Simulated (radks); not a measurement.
Minus the highest occupied eigenvalue as an estimate of the ionisation energy, Pt20+ to Pt39+. The LB94 potential has the -1/r tail that LDA and GGA lack but no energy functional. Calculated with a radial shooting solver on a logarithmic mesh with Libxc functionals: scalar-relativistic Kohn-Sham, LB94 model potential, spin-polarised, spherical densities, finite nucleus; open shells are filled with parallel spins first (spin-orbit coupling, left out, can overturn this in heavy ions); Fermi nuclear charge, rms radius 5.427 fm.

Pt20+: configuration [Kr] 4d10 4f12; HOMO 4f down; -e(HOMO) (eV) 563.55; <r> (bohr) 0.468; IE, NIST (eV) 550; kind theory
Pt21+: configuration [Kr] 4d10 4f11; HOMO 4f down; -e(HOMO) (eV) 607.81; <r> (bohr) 0.460; IE, NIST (eV) 610; kind theory
Pt22+: configuration [Kr] 4d10 4f10; HOMO 4f down; -e(HOMO) (eV) 653.25; <r> (bohr) 0.453; IE, NIST (eV) 660; kind theory
Pt23+: configuration [Kr] 4d10 4f9; HOMO 4f down; -e(HOMO) (eV) 699.84; <r> (bohr) 0.445; IE, NIST (eV) 710; kind theory
Pt24+: configuration [Kr] 4d10 4f8; HOMO 4f down; -e(HOMO) (eV) 747.56; <r> (bohr) 0.438; IE, NIST (eV) 760; kind theory
Pt25+: configuration [Kr] 4d10 4f7; HOMO 4f up; -e(HOMO) (eV) 804.83; <r> (bohr) 0.431; IE, NIST (eV) 820; kind theory
Pt26+: configuration [Kr] 4d10 4f6; HOMO 4f up; -e(HOMO) (eV) 855.27; <r> (bohr) 0.424; IE, NIST (eV) 870; kind theory
Pt27+: configuration [Kr] 4d10 4f5; HOMO 4f up; -e(HOMO) (eV) 906.79; <r> (bohr) 0.418; IE, NIST (eV) 930; kind theory
Pt28+: configuration [Kr] 4d10 4f4; HOMO 4f up; -e(HOMO) (eV) 959.40; <r> (bohr) 0.412; IE, NIST (eV) 980; kind theory
Pt29+: configuration [Kr] 4d10 4f3; HOMO 4f up; -e(HOMO) (eV) 1013.1; <r> (bohr) 0.407; IE, NIST (eV) 1040; kind theory
Pt30+: configuration [Kr] 4d10 4f2; HOMO 4f up; -e(HOMO) (eV) 1067.7; <r> (bohr) 0.401; IE, NIST (eV) 1090; kind theory
Pt31+: configuration [Kr] 4d10 4f1; HOMO 4f up; -e(HOMO) (eV) 1123.5; <r> (bohr) 0.396; IE, NIST (eV) 1140; kind theory
Pt32+: configuration [Kr] 4d10; HOMO 4d; -e(HOMO) (eV) 1409.1; <r> (bohr) 0.413; IE, NIST (eV) 1402; kind theory
Pt33+: configuration [Kr] 4d9; HOMO 4d down; -e(HOMO) (eV) 1463.5; <r> (bohr) 0.410; IE, NIST (eV) 1454; kind theory
Pt34+: configuration [Kr] 4d8; HOMO 4d down; -e(HOMO) (eV) 1518.5; <r> (bohr) 0.406; IE, NIST (eV) 1509; kind theory
Pt35+: configuration [Kr] 4d7; HOMO 4d down; -e(HOMO) (eV) 1574.1; <r> (bohr) 0.403; IE, NIST (eV) 1567; kind theory
Pt36+: configuration [Kr] 4d6; HOMO 4d down; -e(HOMO) (eV) 1630.3; <r> (bohr) 0.400; IE, NIST (eV) 1624; kind theory
Pt37+: configuration [Kr] 4d5; HOMO 4d up; -e(HOMO) (eV) 1695.1; <r> (bohr) 0.397; IE, NIST (eV) 1680; kind theory
Pt38+: configuration [Kr] 4d4; HOMO 4d up; -e(HOMO) (eV) 1752.7; <r> (bohr) 0.394; IE, NIST (eV) 1763; kind theory
Pt39+: configuration [Kr] 4d3; HOMO 4d up; -e(HOMO) (eV) 1810.9; <r> (bohr) 0.391; IE, NIST (eV) 1821; kind theory

Reference values: NIST Atomic Spectra Database (exp. = measured, semi-emp. = semi-empirical, theory = theoretical value adopted there). Open shells are spherical and high-spin; term and fine-structure splittings are not resolved. Spin-orbit splitting is averaged out at the scalar-relativistic level.
